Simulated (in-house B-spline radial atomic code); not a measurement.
Levels of two electrons outside the [Kr] 4d10 core along the 48-electron series, above the ground level 4f2 J4; labels give the leading configuration and J, and a prime marks the next level of the same label. Computed with a B-spline radial code for spherical atoms: configuration interaction with many-body perturbation theory for the core, Breit and QED.

```
  ion   Z  first ionisation energy (eV)  excitation of 4f2 J0 (eV)  core correlation Breit and QED part of 4f2 J0 (eV)  excitation of 4f2 J2 (eV)  core correlation Breit and QED part of 4f2 J2 (eV)  excitation of 4f2 J4' (eV)  core correlation Breit and QED part of 4f2 J4' (eV)  excitation of 4f2 J2' (eV)  core correlation Breit and QED part of 4f2 J2' (eV)
Yb22+  70                         618.2                     7.5638                                            -0.45371                     1.8909                                             -0.1151                      3.3962                                             -0.02018                      6.8491                                             -0.38352
Lu23+  71                             ?                          ?                                                   ?                          ?                                                   ?                           ?                                                    ?                           ?                                                    ?
Hf24+  72                             ?                          ?                                                   ?                          ?                                                   ?                           ?                                                    ?                           ?                                                    ?
Ta25+  73                         776.3                     8.6351                                             -0.4865                     2.1932                                            -0.13132                      4.3633                                            -0.041667                      8.1965                                             -0.43009
 W26+  74                             ?                          ?                                                   ?                          ?                                                   ?                           ?                                                    ?                           ?                                                    ?
Re27+  75                         890.5                     9.3634                                            -0.50162                     2.3997                                            -0.14044                      5.1213                                            -0.057594                      9.2015                                             -0.45848
Os28+  76                         950.2                     9.7312                                            -0.50726                     2.5042                                            -0.14446                      5.5376                                            -0.066056                      9.7398                                             -0.47202
Ir29+  77                        1011.7                     10.101                                            -0.51168                     2.6094                                             -0.1481                      5.9803                                            -0.074853                      10.304                                             -0.48518
Pt30+  78                        1075.0                     10.473                                             -0.5149                     2.7153                                            -0.15135                      6.4506                                            -0.083998                      10.894                                             -0.49799
Au31+  79                        1140.0                     10.847                                             -0.5169                     2.8216                                            -0.15418                      6.9495                                            -0.093487                      11.513                                             -0.51048
Hg32+  80                        1206.7                     11.222                                             -0.5178                     2.9285                                             -0.1566                      7.4785                                             -0.10335                      12.161                                             -0.52272
Tl33+  81                        1275.2                     11.598                                            -0.51758                     3.0359                                             -0.1586                      8.0386                                             -0.11357                       12.84                                             -0.53472
Pb34+  82                        1345.4                     11.976                                            -0.51625                     3.1436                                            -0.16016                       8.631                                             -0.12418                      13.551                                             -0.54651
Bi35+  83                        1417.4                     12.354                                            -0.51384                     3.2517                                            -0.16127                      9.2571                                             -0.13517                      14.296                                             -0.55811
```

(1) Fill in the row of Lu23+.

(2) Fill in the row of Hf24+.

(3) Fill in the row of W26+.

## Answers

(1) first ionisation energy (eV): 669.1; excitation of 4f2 J0 (eV): 7.9178; core correlation Breit and QED part of 4f2 J0 (eV): -0.46603; excitation of 4f2 J2 (eV): 1.9905; core correlation Breit and QED part of 4f2 J2 (eV): -0.12082; excitation of 4f2 J4' (eV): 3.6974; core correlation Breit and QED part of 4f2 J4' (eV): -0.027025; excitation of 4f2 J2' (eV): 7.2785; core correlation Breit and QED part of 4f2 J2' (eV): -0.39964.

(2) first ionisation energy (eV): 721.8; excitation of 4f2 J0 (eV): 8.275; core correlation Breit and QED part of 4f2 J0 (eV): -0.47695; excitation of 4f2 J2 (eV): 2.0913; core correlation Breit and QED part of 4f2 J2 (eV): -0.12624; excitation of 4f2 J4' (eV): 4.0194; core correlation Breit and QED part of 4f2 J4' (eV): -0.034189; excitation of 4f2 J2' (eV): 7.7272; core correlation Breit and QED part of 4f2 J2' (eV): -0.41515.

(3) first ionisation energy (eV): 832.5; excitation of 4f2 J0 (eV): 8.998; core correlation Breit and QED part of 4f2 J0 (eV): -0.49471; excitation of 4f2 J2 (eV): 2.296; core correlation Breit and QED part of 4f2 J2 (eV): -0.13605; excitation of 4f2 J4' (eV): 4.7302; core correlation Breit and QED part of 4f2 J4' (eV): -0.049467; excitation of 4f2 J2' (eV): 8.6875; core correlation Breit and QED part of 4f2 J2' (eV): -0.44452.
